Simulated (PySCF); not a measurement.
This script is equivalent to a calculation on B⁺ (boron, charge +1).

```python
from pyscf import gto, scf, dft, mp, cc
import basis_set_exchange as bse
mol = gto.M(atom="B 0 0 0", charge=1, spin=0, symmetry="D2h",
            basis=gto.basis.parse(bse.get_basis("aug-cc-pVDZ", elements=["B"], fmt="nwchem", header=False)))
mf = scf.UHF(mol)
mf.irrep_nelec = {'Ag': (2, 2)}
mf.kernel()
```

**Question.** What total energy does it give?

**Answer.** -24.23501 hartree (calculated).

**Question.** Which occupied shell lies highest, and where?

**Answer.** 2s, at -23.793 eV.
